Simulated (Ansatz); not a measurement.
Mulliken charges of Cl₂GaO (`[O][Ga]([Cl])[Cl]`) radical from ωB97M-V/def2-TZVPP in Ansatz (PBE0-D4/def2-TZVP geometry).

```tsv
atom	x (Å)	y (Å)	z (Å)	charge (e)
O1	0.746	1.056	1.312	-0.273
Ga2	0.036	0.017	0.034	0.658
Cl3	0.760	-1.953	-0.181	-0.193
Cl4	-1.487	0.820	-1.186	-0.193
```

**Question.** By hand: the dipole of these point charges (1 e Å = 4.8032 D).

**Answer.** Σ q r = (-0.040, -0.058, -0.072) e Å, of length 0.101 e Å = 0.49 D.

**Question.** How does the dipole of the full density compare? (Estimate.)

**Answer.** The calculation gave: (-0.046, -0.067, -0.083) e Å, 0.56 D; the point charges give 0.87 times that, at 0° from its direction.

Point charges leave out the atoms' own dipoles, such as those of lone pairs, and Mulliken's split depends on the basis, so the close match here is no proof of good charges.
